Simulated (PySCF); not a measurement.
GeH₃, SMILES [GeH3] (connectivity only; charge and spin as stated), charge +1, multiplicity 1.

Geometry: r2SCAN-D4/def2-TZVPD. The spin state was assumed, not searched. The isomer is the one that the SMILES or the coordinates give; other isomers of the formula were not compared.

Two levels are set side by side: TDA-PBE/def2-TZVPD (PySCF) and TDA-CAM-B3LYP/def2-TZVPD (PySCF). Vertical, same geometry. The lowest singlet is HOMO→LUMO 100 % with PBE and HOMO−1→LUMO 100 % with the other functional; states are paired by order. Differences are taken from unrounded values.

| quantity | TDA-CAM-B3LYP | TDA-PBE | TDA-PBE minus TDA-CAM-B3LYP |
|---|---|---|---|
| lowest singlet excitation (eV) | 5.41 | 5.15 | -0.26 |
| lowest triplet excitation (TDA) (eV) | 4.75 | 4.51 | -0.24 |
| first bright state (f over 0.05) (eV) | 10.25 | 9.60 | -0.65 |
| its oscillator strength | 0.17 | 0.10 | -0.08 |

Functionals without exact exchange tend to place singlet excitations lower, as here. Differences between two approximate levels are no errors against the true value.

Rough cost on one machine, each run with all the roots and properties that it gave: TDA-CAM-B3LYP against TDA-PBE within a factor of 2.
